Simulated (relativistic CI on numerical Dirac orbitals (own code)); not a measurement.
## Transition arrays of Ga⁵⁺

Method of calculation: Dirac-Coulomb-Breit CI, KLI orbitals optimised for each configuration, model QED, valence Slater integrals scaled by 0.9, whole transition arrays (own radial code, finite nucleus).

CI space (outside the closed core [Ne] 3s2): 3p⁶3d⁸, 3p⁶3d⁷4f, 3p⁵3d⁹, 3p⁶3d⁷4p, 3p⁶3d⁷5f. Levels of other configurations are missing.

All E1 lines from the levels of 3p⁶3d⁸; mean and standard deviation are weighted by gf, and upper levels are sorted by their leading configuration.

```csv
Upper configuration,Lines,Σgf,Mean (eV),Mean (nm),σ (eV),Strongest line (nm)
3p⁶3d⁷4f,714,38.4,83.01,14.935,3.49,15.368
3p⁵3d⁹,27,16.0,94.99,13.052,6.13,12.390
3p⁶3d⁷4p,466,25.1,51.17,24.230,2.33,25.061
3p⁶3d⁷5f,761,58.7,94.48,13.123,3.04,12.801
```

Σgf per state of the lower configuration in bins of 0.5 nm over the central range (centre: value): 12.25: 0.29, 12.75: 0.46, 13.25: 0.43, 13.75: 0.40, 14.25: 0.23, 14.75: 0.30, 15.25: 0.26, 15.75: 0.11, 16.25: 0.03, 22.25: 0.04, 23.25: 0.03, 23.75: 0.15, 24.25: 0.11, 24.75: 0.06, 25.25: 0.13.

Problem. How do configuration mixing and the scaling of the Slater integrals move the arrays?

Solution. Slater scale 0.9, no configuration mixing: 3p⁶3d⁷4f 82.5 ± 2.7 eV (Σgf 47.2), 3p⁵3d⁹ 92.9 ± 4.7 eV (Σgf 35.1), 3p⁶3d⁷4p 51.1 ± 2.3 eV (Σgf 24.8), 3p⁶3d⁷5f 93.6 ± 2.7 eV (Σgf 28.8); Slater scale 1: 3p⁶3d⁷4f 83.1 ± 3.8 eV (Σgf 37.9), 3p⁵3d⁹ 96.1 ± 6.9 eV (Σgf 14.6), 3p⁶3d⁷4p 51.3 ± 2.6 eV (Σgf 25.1), 3p⁶3d⁷5f 94.7 ± 3.3 eV (Σgf 60.9); Slater scale 0.8: 3p⁶3d⁷4f 82.3 ± 2.5 eV (Σgf 35.7), 3p⁵3d⁹ 94.2 ± 5.7 eV (Σgf 18.0), 3p⁶3d⁷4p 51.1 ± 2.1 eV (Σgf 25.0), 3p⁶3d⁷5f 94.0 ± 2.7 eV (Σgf 59.1). With mixing, levels are counted to their leading configuration, so an array can shrink or vanish into another, and the sums then hold other lines.
